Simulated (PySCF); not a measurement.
C2H6Si, singlet, at a GFN2-xTB geometry. Base run: B3LYP/cc-pVDZ (PySCF).

Input for PySCF:
```python
from pyscf import gto, scf, dft, solvent

mol = gto.Mole()
mol.atom = '''
    Si    1.01182650   -0.37566295   -0.19323800
    C    -0.61046738    0.57665313   -0.19093976
    C    -1.65073301    0.30869535    0.58226653
    H     1.25066857   -0.90292995   -1.54015823
    H     0.94165084   -1.47464981    0.77008596
    H     2.09999469    0.53849574    0.16679352
    H    -0.68971349    1.41000921   -0.88067137
    H    -2.56570804    0.88227645    0.55246196
    H    -1.63526118   -0.50601131    1.28885952
'''
mol.basis = 'cc-pvdz'
mol.verbose = 4
mol.build()

mf = dft.RKS(mol)
mf.xc = 'b3lyp'
mf.kernel()
```

Base: dipole (D) 0.51; HOMO-LUMO gap (eV) 7.33.

A changed run: ΔE vs base (kcal/mol) -1.20; dipole (D) 0.65; HOMO-LUMO gap (eV) 7.35.

**Question.** What was changed between the two runs?
A) model = IEF-PCM; solvent = 2-propanol
B) model = ddCOSMO; solvent = water
C) model = IEF-PCM; solvent = water; vdw_scale = 1.1
D) model = IEF-PCM; solvent = water
E) model = SS(V)PE; solvent = water

**Answer.** C, model = IEF-PCM; solvent = water; vdw_scale = 1.1

The base is the gas phase, so ΔE is the electrostatic part of solvation at a fixed geometry, without cavity and dispersion terms.
